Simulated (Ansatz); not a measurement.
One geometry of HfCl₄, several levels of theory.

```yaml
crystal:
  periodic: [false, false, false]
  atoms:
    - {symbol: Hf, position_ang: [0.000018, 0.000044, -0.000060]}
    - {symbol: Cl, position_ang: [0.009719, -0.015871, 2.336838]}
    - {symbol: Cl, position_ang: [2.200147, 0.009637, -0.788090]}
    - {symbol: Cl, position_ang: [-1.108747, 1.911226, -0.761439]}
    - {symbol: Cl, position_ang: [-1.101128, -1.905037, -0.787250]}
basis:
  gaussian: {orbitals: def2-TZVP, initial_orbitals: start.molden}
hamiltonian: {xc: {name: r2SCAN0}, dispersion: d4}
scf: {omitted_lower_state_checks: [starts]}
output: {orbitals: {seedname: orbitals}}
```

The file start.molden holds the orbitals of an earlier run on this structure, at another level or in another basis.

```sh
$ ansatz run in.yaml --threads 2 --pin off --events-out ev --progress --plain --max-ram 4352MiB
```

Shortened log:

```
Functional definition: r2SCAN0
1465 factors; their error is unknown
mean field evaluation 1: about -51403.7167 eV, gradient 1.2e1 eV
mean field evaluation 2: about -51403.7706 eV, gradient 7.4e-2 eV
mean field evaluation 4: about -51403.9221 eV, gradient 1.5e-4 eV
mean field -51403.92214363 eV, -1889.0592959486 hartree, gradient 1.6e-5 eV, S^2 0.000000; 0 other end points of the search recorded, 0 dependent functions left out
reference -51403.92215309 eV, -1889.0592962962 hartree; 40, 40 occupied and 148, 148 virtual orbitals, 1465 factors
Total energy: -51403.98297603 eV, -1889.0615314981 hartree
Checks for a lower state left out: starts
```

Hardware: 2 threads of Arm Neoverse V2 on a shared host. Wall time 11 s, peak host memory 0.63 GiB.

As the first input, with `hamiltonian: {xc: pbe, dispersion: d4}` (abridged; 3.6 s):

```
Functional definition: PBE
mean field -51388.12870264 eV, -1888.4788976973 hartree, gradient 6.4e-6 eV, S^2 0.000000
Total energy: -51388.32554787 eV, -1888.4861316260 hartree
Checks for a lower state left out: starts
```

First input, but with `hamiltonian: {xc: pbe0, dispersion: d4}`, `output: {forces: true, orbitals: {seedname: orbitals}}` (abridged; 8 s):

```
Functional definition: PBE0
mean field -51391.19912530 eV, -1888.5917336488 hartree, gradient 7.1e-5 eV, S^2 0.000000
Total energy: -51391.37501739 eV, -1888.5981975638 hartree
Atom 0 force     0.000026     0.000054    -0.000098 eV/Å
Atom 1 force    -0.001439     0.002491    -0.353957 eV/Å
Atom 2 force    -0.333765    -0.001375     0.119447 eV/Å
Atom 3 force     0.168284    -0.289940     0.115429 eV/Å
Atom 4 force     0.166893     0.288770     0.119178 eV/Å
Dipole moment:     0.000008     0.000023    -0.000029 e Å
Checks for a lower state left out: starts
```

First input, but with `correlation: {method: ccsd_t}` and without the key `hamiltonian` (abridged; 2.2 min):

```
Functional definition: HF
mean field -51317.39939321 eV, -1885.8796435180 hartree, gradient 1.1e-6 eV, S^2 0.000000
20 core orbitals not correlated: weight in the atoms' cores, before any rotation towards them, 1.000 or more for the frozen orbitals, at most 0.000 for the correlated occupied ones
second order -27.67250735 eV of doubles, -0.00000000 eV of singles
cycle   1  -28.35405636 eV  change   -6.8e-1 eV  update   1.3e-1
cycle   2  -28.88877683 eV  change   -5.3e-1 eV  update   5.1e-2
cycle   3  -29.08821129 eV  change   -2.0e-1 eV  update   2.2e-2
cycle   4  -29.07368974 eV  change    1.5e-2 eV  update   5.9e-3
cycle   5  -29.06900156 eV  change    4.7e-3 eV  update   2.0e-3
cycle   6  -29.06902338 eV  change   -2.2e-5 eV  update   5.3e-4
cycle   7  -29.06888903 eV  change    1.3e-4 eV  update   1.8e-4
cycle   8  -29.06895020 eV  change   -6.1e-5 eV  update   6.0e-5
cycle   9  -29.06898459 eV  change   -3.4e-5 eV  update   1.9e-5
perturbative correction -1.30223806 eV, -0.0478563658 hartree
Total energy: -51347.77061586 eV, -1886.9957653640 hartree
Checks for a lower state left out: starts
```

First input, but with `hamiltonian: {xc: {name: wB97M-V}}` (abridged; 18 s):

```
Functional definition: wB97M-V
mean field -51403.54405547 eV, -1889.0454014649 hartree, gradient 3.3e-5 eV, S^2 0.000000
Total energy: -51403.54410402 eV, -1889.0454032489 hartree
Checks for a lower state left out: starts
```

As the first input, with `hamiltonian: {xc: hf}` (abridged; 3.6 s):

```
Functional definition: HF
mean field -51317.39917051 eV, -1885.8796353338 hartree, gradient 1.4e-5 eV, S^2 0.000000
Total energy: -51317.39917051 eV, -1885.8796353338 hartree
Checks for a lower state left out: starts
```

The first input with `hamiltonian: {xc: r2scan, dispersion: d4}` (abridged; 9 s):

```
Functional definition: r2SCAN
mean field -51405.54538562 eV, -1889.1189489915 hartree, gradient 1.0e-5 eV, S^2 0.000000
Total energy: -51405.59329893 eV, -1889.1207097730 hartree
Checks for a lower state left out: starts
```

Geometry: PBE-D4/def2-SVP.

In the def2 sets Hf takes a core potential; there is no spin–orbit coupling. Correlated methods freeze 20 core orbitals; core or outer-core shells of Hf are correlated, in sets that lack core-valence functions.
